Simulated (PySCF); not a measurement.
C₁₂H₇FS₂, SMILES c1(c(cccc1)-c1cc2sccc2s1)F, GFN2-xTB optimised geometry.

```
22

F     -1.18    -2.77     0.00
C      0.13    -2.45     0.00
C      1.03    -3.50     0.00
C      2.39    -3.25     0.00
C      2.83    -1.93     0.00
C      1.92    -0.89     0.00
C      0.54    -1.11     0.00
C     -0.38     0.00     0.00
C     -1.75     0.00     0.00
C     -2.28     1.30     0.00
S     -3.87     1.97     0.00
C     -3.21     3.57     0.00
C     -1.85     3.61     0.00
C     -1.32     2.31     0.00
S      0.27     1.64     0.00
H      0.64    -4.51     0.00
H      3.09    -4.06     0.00
H      3.89    -1.72     0.00
H      2.28     0.13     0.00
H     -2.36    -0.88     0.00
H     -3.89     4.41     0.00
H     -1.27     4.51     0.00
```

Density from PBE/def2-SVP (PySCF 2.14.0) at that geometry.

Minimum of the electron density along straight lines between bonded atoms, close to the bond critical point (lines longer than 1.1 times the sum of covalent radii, or with two minima, are not listed):

```tsv
bond	length / Å	ρ at the minimum / e bohr⁻³	∇²ρ there / e bohr⁻⁵	position (fraction from the first atom)
F1–C2	1.351	___	___	0.66
C2–C3	1.381	0.315	-0.80	0.52
C3–C4	1.383	0.308	-0.76	0.50
C4–C5	1.386	0.308	-0.76	0.50
C5–C6	1.379	0.311	-0.77	0.50
C2–C7	1.399	0.303	-0.74	0.51
C6–C7	1.400	0.300	-0.72	0.49
C7–C8	1.448	0.273	-0.63	0.50
C8–C9	1.371	0.313	-0.75	0.51
C9–C10	1.403	0.294	-0.69	0.49
C10–S11	1.729	0.209	-0.43	0.47
S11–C12	1.732	0.209	-0.42	0.53
C12–C13	1.358	0.319	-0.78	0.51
C10–C14	1.390	0.306	-0.72	0.50
C13–C14	1.409	0.290	-0.67	0.49
C8–S15	1.763	0.198	___	0.46
C14–S15	1.723	0.211	-0.45	0.48
C3–H16	1.079	0.280	-1.05	0.64
C4–H17	1.079	0.282	-1.06	0.63
C5–H18	1.079	0.281	-1.05	0.63
C6–H19	1.080	0.281	-1.05	0.63
C9–H20	1.073	0.285	-1.11	0.64
C12–H21	1.072	0.283	-1.09	0.64
C13–H22	1.074	0.282	-1.07	0.64
```

Task: What belongs in the gaps?

Result: 
- F1–C2, ρ at the minimum / e bohr⁻³: 0.251
- F1–C2, ∇²ρ there / e bohr⁻⁵: 0.08
- C8–S15, ∇²ρ there / e bohr⁻⁵: -0.37
